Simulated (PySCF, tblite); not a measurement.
Parent: `[CH2:1]=[CH:2][P:3]([CH3:4])[CH3:5]` with C1–C2–P3–C4 32°, C4H9P.

Structures optimised with GFN2-xTB, isolated species. One conformer each, not checked by frequencies here.

| coordinate of the parent | value |
| --- | --- |
| C1=C2 | 1.323 Å |
| C2–P3 | 1.820 Å |
| P3–C4 | 1.852 Å |
| P3–C5 | 1.857 Å |
| C1–C2–P3 | 126.6° |
| C2–P3–C4 | 100.5° |
| C2–P3–C5 | 96.6° |
| C4–P3–C5 | 98.1° |

Task: How does the shared frame change in `[CH2:1]=[CH:2][P:3]([CH3:4])([CH3:5])=[CH:6][CH3:7]` with C1–C2–P3–C4 142°, C6H13P? Atoms pair as C1 = C1, C2 = C2, P3 = P3, C4 = C5, C5 = C4 (parent first).

Result: 
```csv
parent,relative,value in the relative,change
C1=C2,C1=C2,1.328 Å,+0.005
C2–P3,C2–P3,1.837 Å,+0.017
P3–C4,P3–C5,1.820 Å,-0.032
P3–C5,P3–C4,1.825 Å,-0.032
C1–C2–P3,C1–C2–P3,125.6°,-1.0
C2–P3–C4,C2–P3–C5,104.2°,+3.7
C2–P3–C5,C2–P3–C4,100.7°,+4.1
C4–P3–C5,C5–P3–C4,105.7°,+7.6
```

Of the parent's bonds, P3–C4 and P3–C5 change most and about equally (-0.032 Å). Bonds of the relative outside the shared frame: P3=C6 1.722, C6–C7 1.516 Å. Point group C1 → C1.

Task: How does the shared frame change in `[CH2:1]=[CH:2][P:3]([CH3:4])([CH3:5])=[O:6]` with C1–C2–P3–C4 125°, C4H9OP? Atoms pair as C1 = C1, C2 = C2, P3 = P3, C4 = C4, C5 = C5 (parent first).

Result: 
| parent | relative | value in the relative | change |
| --- | --- | --- | --- |
| C1=C2 | C1=C2 | 1.321 Å | -0.002 |
| C2–P3 | C2–P3 | 1.815 Å | -0.005 |
| P3–C4 | P3–C4 | 1.835 Å | -0.017 |
| P3–C5 | P3–C5 | 1.835 Å | -0.022 |
| C1–C2–P3 | C1–C2–P3 | 118.8° | -7.8 |
| C2–P3–C4 | C2–P3–C4 | 104.5° | +4.0 |
| C2–P3–C5 | C2–P3–C5 | 104.5° | +7.9 |
| C4–P3–C5 | C4–P3–C5 | 104.8° | +6.7 |

Of the parent's bonds, P3–C5 changes most (-0.022 Å). Bonds of the relative outside the shared frame: P3=O6 1.467 Å. Point group C1 → Cs.

Task: How does the shared frame change in `[CH2:1]=[CH:2][P:3](=[CH2:4])([CH3:5])[CH3:6]` with C1–C2–P3–C4 93°, C5H11P? Atoms pair as C1 = C1, C2 = C2, P3 = P3, C4 = C5, C5 = C6 (parent first).

Result: 
```csv
parent,relative,value in the relative,change
C1=C2,C1=C2,1.327 Å,+0.004
C2–P3,C2–P3,1.832 Å,+0.012
P3–C4,P3–C5,1.821 Å,-0.031
P3–C5,P3–C6,1.821 Å,-0.036
C1–C2–P3,C1–C2–P3,125.5°,-1.1
C2–P3–C4,C2–P3–C5,104.2°,+3.7
C2–P3–C5,C2–P3–C6,101.7°,+5.1
C4–P3–C5,C5–P3–C6,105.5°,+7.4
```

Of the parent's bonds, P3–C5 changes most (-0.036 Å). Bonds of the relative outside the shared frame: P3=C4 1.709 Å. Point group C1 → C1.

These are computed values.
